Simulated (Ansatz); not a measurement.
Cartesian coordinates (Å):
SMILES: OB([SiH]=C)O
```xyz
10

C      2.1148     0.2936     0.5730
Si     0.8074     0.6475    -0.4687
B     -1.0057    -0.2026    -0.2545
O     -1.1768    -1.0681     0.7816
O     -1.9682     0.1329    -1.1590
H      3.0985     0.7382     0.4720
H      2.0044    -0.4075     1.3932
H      1.0022     1.6138    -1.5781
H     -2.0505    -1.4623     0.8628
H     -2.8262    -0.2854    -1.0379
```
Charge 0, multiplicity 1.

Level of theory: frozen-core CCSD(T)/def2-TZVPP // PBE0-D3(BJ)/def2-TZVP (Ansatz, a program for electronic structure). The restricted HF reference is unstable towards unrestricted orbitals.

The HF energy comes out as -504.27100 Ha and the MP2 correlation energy is -0.85885 Ha.

### Question
Estimate the CCSD correlation energy, the (T) correction, the total energy and the T1 diagnostic.

### Answer

```
Property                         Value
-----------------------  -------------
CCSD correlation energy    -0.89126 Ha
(T) correction             -0.03741 Ha
CCSD(T) total energy     -505.19967 Ha
T1 diagnostic                    0.015
```
